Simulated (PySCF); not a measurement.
Spinor energies of Xe⁺ (xenon, charge +1)

Start: [Kr] 4d10 5s2 5p5; 5p1/2 filled at m_j = +1/2; 5p3/2 filled at m_j = -3/2, -1/2, +1/2, +3/2. Calculated with PySCF 2.14 in x2c-TZVPall-2c: generalised Hartree-Fock with the X2C-1e Hamiltonian and a Gaussian nucleus; one run each with spin-orbit coupling (SO) screened by Boettger's factors, then bare. This is a chosen level, not necessarily the ground level.

```
spinor shell  electrons  ε, screened SO (eV)  ε, bare SO (eV)  weight of nominal j (bare SO)  rms radius, bare SO (bohr)
       1s1/2          2             -34734.0         -34733.6                          1.000                      0.0305
       2s1/2          2              -5515.9          -5515.8                          1.000                       0.124
       2p1/2          2              -5170.5          -5180.0                          1.000                       0.107
       2p3/2          4              -4843.1          -4839.3                          1.000                       0.112
       3s1/2          2              -1180.0          -1180.0                          1.000                       0.326
       3p1/2          2              -1035.1          -1037.0                          1.000                       0.318
       3p3/2          4              -971.15          -970.41                          1.000                       0.330
       3d3/2          4              -718.49          -720.32                          1.000                       0.302
       3d5/2          6              -705.23          -704.04                          1.000                       0.306
       4s1/2          2              -239.62          -239.62                          1.000                       0.762
       4p1/2          2              -185.82          -186.21                          1.000                       0.797
       4p3/2          4              -173.15          -173.00                          1.000                       0.824
       4d3/2          4              -84.107          -84.407                          1.000                       0.935
       4d5/2          6              -82.063          -81.877                          1.000                       0.950
       5s1/2          2              -36.522          -36.526                          0.998                        1.98
       5p1/2          1              -23.484          -23.534                          1.000                        2.28
       5p3/2          4              -20.993          -20.979                          0.998                        2.40
```

| quantity | screened SO | bare SO |
| --- | --- | --- |
| E (hartree) | -7444.29041 | -7444.49382 |
| M_J | 1/2 | 1/2 |
| ⟨J²⟩ | 0.777 | 0.776 |
| ⟨L²⟩ | 2.057 | 2.060 |
| ⟨S²⟩ | 0.788 | 0.791 |

Each row is a mean over spinors that exchange with the open shell spreads, by up to 1.336 eV (5s1/2).

Breit and QED terms are absent; they matter most for the inner s and p1/2 levels.

Densities and radii are taken from the X2C orbitals without a picture-change correction, which distorts them close to the nucleus.
